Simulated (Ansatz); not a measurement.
CH4GeOS, SMILES `C[O][Ge][SH]`. Charge 0, multiplicity 1.

```xyz
8

C    -0.600    0.630    0.534
O    -0.959    0.233   -0.763
Ge   -0.146   -0.835   -1.931
S     1.728   -1.474   -0.826
H    -0.520   -0.227    1.213
H     0.352    1.174    0.542
H    -1.376    1.297    0.916
H     1.521   -0.797    0.315
```

Problem. List the harmonic frequencies (cm⁻¹, unscaled) at PBE0-D4/def2-TZVP in Ansatz. (An estimate is asked.)

Solution. The calculation gave: 128, 160, 172, 285, 294, 368, 581, 618, 1125, 1171, 1187, 1467, 1492, 1495, 2718, 3009, 3072, 3106.

Problem. Is this a minimum?

Solution. Yes, all 18 modes are real.

Problem. Give the ideal-gas thermochemistry at 298.15 K and 1 bar (rigid rotor, harmonic oscillator; point group Cs, symmetry number 1).

Solution. Zero-point energy 134.3 kJ/mol; H(298) − E = 153.4 kJ/mol; entropy 337.7 J/(mol·K), of which translation 170.2, rotation 112.8, vibration 54.7; G(298) − E = 52.7 kJ/mol.

Problem. And at 400, 500, 600, 800 and 1000 K?

Solution. 
| T (K) | H − E (kJ/mol) | S (J/mol/K) | G − E (kJ/mol) |
| --- | --- | --- | --- |
| 400 | 163.2 | 365.9 | 16.8 |
| 500 | 173.9 | 389.7 | -21.0 |
| 600 | 185.5 | 410.9 | -61.0 |
| 800 | 211.0 | 447.4 | -147.0 |
| 1000 | 238.8 | 478.4 | -239.6 |
